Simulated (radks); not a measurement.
Br IV, configuration [Ar] 3d9.5 4s2 4p2.5 (fractional occupations, a model configuration).

Method: scalar-relativistic Kohn-Sham, BLYP, spin-polarised, spherical densities, point nucleus; open shells are filled with parallel spins first; computed with a radial shooting solver on a logarithmic mesh with Libxc functionals.

Energy parts (eV):
total: -70835.099
kinetic: 72376.456
electron-nucleus: -169393.239
Hartree: 28661.240
exchange-correlation: -2479.557

Orbitals (lengths in bohr, moments of r in powers of bohr; <r^-3> diverges for s and p1/2):
orbital	occ.	eigenvalue (eV)	<r^-3>	<r^2>
1s up	1	-13368.66	-	0.002461
1s down	1	-13368.42	-	0.002461
2s up	1	-1781.298	-	0.04236
2s down	1	-1780.647	-	0.04235
2p up	3	-1577.007	1357	0.03350
2p down	3	-1576.398	1357	0.03348
3s up	1	-283.4694	-	0.3465
3s down	1	-282.3719	-	0.3466
3p up	3	-218.8854	200.0	0.3675
3p down	3	-217.7617	199.6	0.3674
3d up	5	-112.0876	23.97	0.4132
3d down	4.5	-110.8686	23.99	0.4111
4s up	1	-57.0185	-	2.604
4s down	1	-54.2945	-	2.626
4p up	2.5	-42.2535	22.74	3.361
4p down	0	-39.6058	22.41	3.475

The highest occupied level is 4p up at -42.253 eV. Summed over all electrons, <r^2> = 20.74 bohr^2, which gives a Langevin (diamagnetic) susceptibility term of -16.4 x 10^-6 cm^3/mol. The density falls to 0.001 e/bohr^3 at r = 3.29 bohr.
